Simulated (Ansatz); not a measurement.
Frontier orbitals of `BC(C)[SiH3]`.

```xyz
13

B    -0.492   -0.577    1.427
C    -0.465    0.277    0.159
C     0.486    1.471    0.096
Si    0.062   -1.038   -1.124
H    -1.399   -1.334    1.633
H     0.436   -0.567    2.186
H    -1.471    0.522   -0.205
H     0.156    2.264    0.772
H     0.555    1.901   -0.907
H     1.495    1.185    0.406
H    -1.014   -2.035   -1.351
H     1.299   -1.750   -0.702
H     0.350   -0.319   -2.393
```

The species carries charge 0 and has multiplicity 1. The geometry is a stationary point of PBE0-D4/def2-TZVP. Basis def2-TZVPP, Ansatz 0.2.0.

| functional | HOMO (eV) | LUMO (eV) | gap (eV) |
| --- | --- | --- | --- |
| LDA (SPW92) | -7.25 | -2.56 | 4.69 |
| PBE | -7.15 | -2.30 | 4.85 |
| PBE0 | -8.36 | -1.34 | 7.02 |
| B3LYP | -8.16 | -1.54 | 6.62 |
| r2SCANh | -7.84 | -1.62 | 6.22 |
| CAM-B3LYP | -9.70 | -0.26 | 9.44 |
| LC-ωPBE | -11.05 | 0.91 | 11.96 |
| ωB97M-V | -10.58 | 0.53 | 11.11 |

Against PBE, PBE0 changes HOMO and LUMO by −1.22 and +0.96 eV, ωB97M-V by −3.43 and +2.83 eV. A gap of 4.85 eV thus becomes 11.11 eV for the same molecule, so an orbital gap means little without its functional. A positive LUMO is unbound and depends on the basis.

B3LYP here is the variant with VWN-RPA as its local correlation; programs differ in this. LC-ωPBE has ω = 0.4 bohr⁻¹.
